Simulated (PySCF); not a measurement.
Cost of one run: geometry optimisation, `[CH3][Tl]([CH3])[CH3]`.

Method: PBE0-D3(BJ)/def2-SVP geometry optimisation, gas phase, def2 core potentials past Kr (PySCF 2.14.0). Work: geometry optimisation from a GFN2-xTB start shaken at random, density fitting. The input is one job of a driver script: a line of settings, then coordinates in Å.

Input:
```
{"job": {"xc": "PBE0", "basis": "def2-SVP", "d3": "d3bj", "grid": 1, "maxiter": 30, "shake": 0.01, "kind": "geom"}, "charge": 0, "multiplicity": 1}
C     -0.461970     2.254070    -0.149210
Tl    -0.004720    -0.004530     0.023840
C      2.201800    -0.718640     0.144690
C     -1.707060    -1.556830     0.009150
H     -0.407830     2.571230    -1.206290
H      0.217760     2.873920     0.422110
H     -1.478050     2.492950     0.192130
H      2.430050    -1.146130     1.125000
H      2.906960     0.113940     0.018280
H      2.406930    -1.477520    -0.590520
H     -2.652640    -1.131380     0.439880
H     -1.937540    -1.850770    -1.007810
H     -1.507850    -2.437200     0.568420
```

Hardware: one thread of an Intel Xeon Platinum 8259CL at 2.50 GHz, shared host with 96 logical CPUs at a one-minute load of 45. PySCF's memory limit was set to 2320 MB.

Question: How large is the basis?

Answer: 113 functions.

Question: Which is nearest to the wall time?
A. 0.77 s
B. 5.8 s
C. 46 s

Answer: C. The run took 46 s. The run took 5 energy-and-gradient evaluations and 32 SCF cycles, 9.2 s an evaluation on average.

Question: How much memory does it need at the peak?

Answer: About 0.50 GiB. Peak memory is the resident size of the whole Python process, interpreter and libraries included.

The host was shared with other jobs, so the times are rough.

The run converged: final energy -291.94951 Eh after 4 steps; dipole 0.07 D.
